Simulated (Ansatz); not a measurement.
Two isomers of CH2ClNOSi: A = `O=C=N[SiH2]Cl`, B = `O[Si]1(Cl)C=N1`.

Isolated molecules relaxed with PBE0-D4/def2-TZVP in Ansatz; ΔE leaves out vibrations. CCSD(T)/CBS is the MP2 limit (def2-TZVPP, def2-QZVPP) plus CCSD(T) − MP2 in def2-TZVPP, frozen cores. This one scheme is used for every species. DFT in def2-TZVPP. B3LYP here is the variant with VWN-RPA as its local correlation; programs differ in this. One conformer a species, not always the lowest.

Which isomer does CCSD(T)/CBS put lower? Give the gap. (An estimate is asked.)

The calculation gave: A, by 24.7 kcal/mol.

Give E(B) − E(A) in kcal/mol with B2PLYP, ωB97M-V, PBE-D4, B3LYP-D4, B3LYP, CCSD(T)/def2-SVP, MP2/def2-TZVPP. (An estimate is asked.)

Ansatz gave: B2PLYP 31.7, ωB97M-V 26.5, PBE-D4 30.9, B3LYP-D4 32.6, B3LYP 33.4, CCSD(T)/def2-SVP 38.8, MP2/def2-TZVPP 28.2. None reverses the order clearly.

Does the order hold for the free energy at 298.15 K (harmonic terms from PBE0-D4)? (Best estimate.)

Ansatz gave: Yes: G(B) − G(A) = +28.1 kcal/mol, for one conformer each. Modes under 60 cm⁻¹, often nearly free rotors, make the harmonic entropy too high.

Largest T1 diagnostic: 0.014.

From r2SCAN to r2SCAN0 (25 % exact exchange), in def2-TZVPP and without D4, E(B) − E(A) moves by −1.7 kcal/mol. At CCSD(T), def2-SVP lies +14.1 kcal/mol from the extrapolated value and def2-TZVPP +2.0 kcal/mol.
